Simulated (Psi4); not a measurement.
Se (SMILES [Se]), triplet. Base run: Psi4 1.11 with HF/6-31G**.

Geometry (Å):
```xyz
1

Se     0.0000     0.0000     0.0000
```
Charge 0, spin multiplicity 3.
Orbitals are unrestricted.
All else is at Psi4's defaults (density fitting; Cartesian or spherical functions as each basis is defined).

The base run was repeated with changes; each row names its change, and settings that it needs were set with it.

| change | basis functions | E (Eh) |
|---|---|---|
| base | 35 | -2398.89901 |
| basis = 3-21G | 23 | -2388.48117 |
| basis = cc-pVDZ | 27 | -2399.16940 |
| basis = def2-SVP | 32 | -2399.52971 |
| basis = def2-SV(P) | 32 | -2399.52971 |
| basis = 6-31G* | 35 | -2398.89901 |
| basis = aug-pcseg-1 | (withheld) | (withheld) |
| basis = def2-SVPD | 41 | -2399.53221 |
| basis = pcseg-2 | (withheld) | (withheld) |
| basis = 6-311G** | (withheld) | (withheld) |
| basis = def2-TZVP | 48 | -2399.82719 |
| basis = def2-TZVPP | 48 | -2399.82719 |
| basis = aug-cc-pVTZ | (withheld) | (withheld) |

Task: What belongs in the gaps?

Result: 
- basis = aug-pcseg-1, basis functions: 36
- basis = aug-pcseg-1, E (Eh): -2399.51867
- basis = pcseg-2, basis functions: 43
- basis = pcseg-2, E (Eh): -2399.84462
- basis = 6-311G**, basis functions: 44
- basis = 6-311G**, E (Eh): -2399.78470
- basis = aug-cc-pVTZ, basis functions: 59
- basis = aug-cc-pVTZ, E (Eh): -2399.87255

Totals compare only among sets that treat the same electrons; sets with core potentials leave the core out.

Open shells are given as the SCF converged; they aren't shown to be the lowest states, and a large step between rows can be another state.
